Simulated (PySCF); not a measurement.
Record of a relaxation.

Species: C₂H₅NO₂Si.
SMILES with atom numbers: `[CH3:1][O:2][Si@H:3]([OH:4])[C:5]#[N:6]` (hydrogens: H7, H8, H9 on C1; H10 on Si3; H11 on O4)

Computed by this run: PBE0-D3(BJ)/def2-SVP geometry optimisation, gas phase in PySCF 2.14.0; density fitting, grid level 1; the optimiser is geomeTRIC in internal coordinates, started from a GFN2-xTB structure with every atom displaced at random (about 0.01 Å). The frame can shift and turn from step to step; on so coarse a grid that alone can change the energy by a few meV, and forces under 0.02 eV/Å are noise.

Step 0: E = -15598.3542 eV, largest atomic force 2.408 eV/Å
```
atom  x, y, z in Å  |  force x, y, z in eV/Å
C1      1.772   -0.246    0.230   -1.290   1.127   0.094
O2      0.479   -0.691   -0.133    0.849  -0.015   0.041
Si3    -0.996   -0.211    0.377    1.470   1.022   0.950
O4     -2.016   -1.073   -0.450   -2.272  -0.796  -0.069
C5     -1.162    1.621    0.017    0.059  -0.664   0.160
N6     -1.234    2.758   -0.177   -0.031   0.578  -0.114
H7      1.838    0.856    0.073    0.170  -0.325   0.047
H8      2.498   -0.723   -0.408    0.521  -0.441  -0.269
H9      1.960   -0.437    1.294    0.264  -0.200   0.115
H10    -1.249   -0.427    1.808   -0.034   0.130   0.235
H11    -1.850   -1.451   -1.291    0.295  -0.419  -1.190
```

Step 1: E = -15598.5148 eV, largest atomic force 0.372 eV/Å
```
atom  x, y, z in Å  |  force x, y, z in eV/Å
C1      1.754   -0.055    0.250    0.300  -0.176  -0.130
O2      0.565   -0.722   -0.073   -0.261  -0.123   0.030
Si3    -0.968   -0.345    0.387   -0.093  -0.030  -0.251
O4     -2.055   -1.244   -0.457    0.140  -0.041   0.174
C5     -1.185    1.468   -0.016    0.022   0.015   0.023
N6     -1.263    2.604   -0.232   -0.011   0.018  -0.023
H7      1.693    1.024    0.035   -0.006   0.080  -0.005
H8      2.562   -0.490   -0.368   -0.111   0.139   0.148
H9      2.024   -0.192    1.312   -0.020   0.022  -0.032
H10    -1.236   -0.492    1.834   -0.033  -0.062  -0.025
H11    -1.857   -1.577   -1.338    0.073   0.158   0.090
```

Step 2: E = -15598.5251 eV, largest atomic force 0.137 eV/Å
```
atom  x, y, z in Å  |  force x, y, z in eV/Å
C1      1.752   -0.060    0.242    0.029   0.033  -0.008
O2      0.558   -0.731   -0.069   -0.003  -0.051   0.010
Si3    -0.970   -0.345    0.392   -0.029   0.036  -0.077
O4     -2.046   -1.250   -0.447   -0.010  -0.090   0.104
C5     -1.188    1.469   -0.013    0.039   0.002   0.032
N6     -1.268    2.605   -0.234   -0.011  -0.005  -0.018
H7      1.687    1.019    0.017   -0.001   0.000   0.003
H8      2.566   -0.489   -0.361   -0.035  -0.005  -0.001
H9      2.017   -0.180    1.307   -0.007   0.005   0.001
H10    -1.245   -0.509    1.835   -0.013  -0.005  -0.002
H11    -1.830   -1.551   -1.334    0.042   0.081  -0.044
```

Step 3: E = -15598.5298 eV, largest atomic force 0.137 eV/Å
```
atom  x, y, z in Å  |  force x, y, z in eV/Å
C1      1.747   -0.057    0.238   -0.068   0.069   0.013
O2      0.556   -0.742   -0.058    0.073  -0.003   0.018
Si3    -0.972   -0.352    0.400    0.023   0.064   0.052
O4     -2.035   -1.264   -0.442   -0.076  -0.113   0.014
C5     -1.185    1.462   -0.006    0.029   0.005   0.024
N6     -1.265    2.597   -0.233   -0.009  -0.011  -0.013
H7      1.676    1.017   -0.011   -0.003  -0.023   0.005
H8      2.559   -0.495   -0.356    0.042  -0.037  -0.041
H9      2.013   -0.150    1.305    0.003  -0.003   0.008
H10    -1.257   -0.525    1.840   -0.009   0.017   0.001
H11    -1.803   -1.514   -1.341   -0.004   0.035  -0.081
```

Step 4: E = -15598.5333 eV, largest atomic force 0.121 eV/Å
```
atom  x, y, z in Å  |  force x, y, z in eV/Å
C1      1.744   -0.048    0.235   -0.100   0.053   0.011
O2      0.559   -0.755   -0.038    0.088   0.028   0.031
Si3    -0.972   -0.367    0.410    0.059   0.045   0.096
O4     -2.023   -1.285   -0.442   -0.052  -0.080  -0.052
C5     -1.179    1.448    0.005    0.009   0.005   0.006
N6     -1.259    2.581   -0.232   -0.005  -0.008  -0.007
H7      1.660    1.017   -0.047    0.001  -0.019   0.004
H8      2.559   -0.496   -0.347    0.045  -0.036  -0.037
H9      2.010   -0.105    1.304    0.011  -0.007   0.008
H10    -1.272   -0.545    1.846   -0.007   0.015  -0.003
H11    -1.790   -1.466   -1.358   -0.051   0.004  -0.056
```

Step 5: E = -15598.5366 eV, largest atomic force 0.077 eV/Å
```
atom  x, y, z in Å  |  force x, y, z in eV/Å
C1      1.744   -0.035    0.235   -0.062   0.004  -0.005
O2      0.569   -0.767   -0.014    0.040   0.043   0.044
Si3    -0.969   -0.388    0.420    0.048  -0.008   0.057
O4     -2.011   -1.309   -0.445    0.021   0.004  -0.069
C5     -1.173    1.427    0.014   -0.010   0.000  -0.011
N6     -1.257    2.557   -0.234   -0.001  -0.003  -0.001
H7      1.644    1.019   -0.082    0.001  -0.006   0.002
H8      2.564   -0.492   -0.335    0.027  -0.010  -0.014
H9      2.013   -0.053    1.305    0.011  -0.006   0.003
H10    -1.288   -0.571    1.851    0.000   0.001  -0.003
H11    -1.802   -1.411   -1.380   -0.074  -0.019  -0.004
```

Step 6: E = -15598.5391 eV, largest atomic force 0.111 eV/Å
```
atom  x, y, z in Å  |  force x, y, z in eV/Å
C1      1.749   -0.021    0.237   -0.002  -0.031  -0.013
O2      0.584   -0.773    0.006   -0.018   0.028   0.042
Si3    -0.962   -0.406    0.426    0.004  -0.051  -0.019
O4     -2.001   -1.327   -0.449    0.082   0.067  -0.033
C5     -1.171    1.408    0.018   -0.019  -0.003  -0.017
N6     -1.262    2.535   -0.241    0.001   0.002   0.002
H7      1.635    1.024   -0.099    0.001   0.008   0.000
H8      2.574   -0.480   -0.325   -0.003   0.015   0.006
H9      2.021   -0.016    1.307    0.004  -0.002  -0.002
H10    -1.293   -0.596    1.853    0.006  -0.011  -0.001
H11    -1.838   -1.370   -1.397   -0.057  -0.022   0.035
```

Step 7: E = -15598.5405 eV, largest atomic force 0.112 eV/Å
```
atom  x, y, z in Å  |  force x, y, z in eV/Å
C1      1.755   -0.010    0.242    0.034  -0.033  -0.011
O2      0.597   -0.773    0.016   -0.040   0.005   0.022
Si3    -0.953   -0.419    0.427   -0.037  -0.054  -0.061
O4     -1.993   -1.339   -0.450    0.087   0.068   0.015
C5     -1.176    1.393    0.015   -0.013  -0.004  -0.011
N6     -1.276    2.518   -0.251    0.001   0.003   0.004
H7      1.631    1.033   -0.097   -0.001   0.012   0.000
H8      2.584   -0.463   -0.322   -0.018   0.022   0.011
H9      2.032    0.000    1.310   -0.002   0.000  -0.004
H10    -1.288   -0.616    1.851    0.007  -0.011   0.001
H11    -1.878   -1.347   -1.406   -0.019  -0.008   0.034
```

Step 8: E = -15598.5410 eV, largest atomic force 0.063 eV/Å
```
atom  x, y, z in Å  |  force x, y, z in eV/Å
C1      1.759   -0.005    0.244    0.024  -0.014  -0.003
O2      0.603   -0.770    0.017   -0.020  -0.003   0.003
Si3    -0.949   -0.423    0.425   -0.037  -0.029  -0.042
O4     -1.988   -1.344   -0.448    0.049   0.031   0.026
C5     -1.182    1.387    0.011   -0.005  -0.003  -0.003
N6     -1.289    2.511   -0.257    0.000   0.001   0.004
H7      1.630    1.041   -0.085   -0.001   0.007   0.001
H8      2.587   -0.449   -0.327   -0.011   0.012   0.004
H9      2.040   -0.003    1.311   -0.002   0.000  -0.003
H10    -1.279   -0.625    1.850    0.003  -0.004   0.001
H11    -1.897   -1.342   -1.406    0.000   0.001   0.011
```

Step 9: E = -15598.5412 eV, largest atomic force under 0.02 eV/Å
```
atom  x, y, z in Å  |  force x, y, z in eV/Å
C1      1.761   -0.001    0.245    0.004   0.003   0.003
O2      0.606   -0.765    0.014    0.003  -0.003  -0.007
Si3    -0.947   -0.425    0.424   -0.014  -0.002  -0.007
O4     -1.983   -1.349   -0.445    0.005  -0.006   0.014
C5     -1.189    1.384    0.008    0.000  -0.001   0.001
N6     -1.301    2.507   -0.261   -0.001   0.000   0.003
H7      1.628    1.049   -0.070   -0.001   0.001   0.002
H8      2.587   -0.436   -0.336   -0.001   0.003  -0.003
H9      2.047   -0.012    1.311    0.000  -0.001  -0.001
H10    -1.271   -0.628    1.850    0.000   0.002   0.001
H11    -1.903   -1.346   -1.404    0.007   0.004  -0.005
```

Task: Summarise the path.

Result: The energy falls by 4.31 kcal/mol from step 0 to step 9; nine tenths of that is first reached at step 2. It falls at every step. The largest force goes from 2.408 to under 0.02 eV/Å. Among the bonds Si3–O4 changes most, from 1.571 to 1.638 Å; the atoms move by 0.193 Å rms after alignment.

The cost below is that of the whole optimisation. The run took 29 s wall on AMD EPYC 9R45, one thread, no GPU (shared host), and the process peaked at 0.47 GiB of memory.
